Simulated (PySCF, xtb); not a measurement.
HfO2, SMILES [O]=[Hf]=[O], multiplicity 1.

Harmonic wavenumbers (cm⁻¹) from GFN2-xTB run with xtb at its own minimum, in rising order: 174, 672, 689.

What does PBE-D3(BJ)/def2-TZVP run with PySCF give at its own minimum? (The exact figures need the calculation; the answer reports its results.)

296, 799, 881. Paired by order, the mean absolute difference is 147 cm⁻¹ and the zero-point energies are 2.2 and 2.8 kcal/mol.
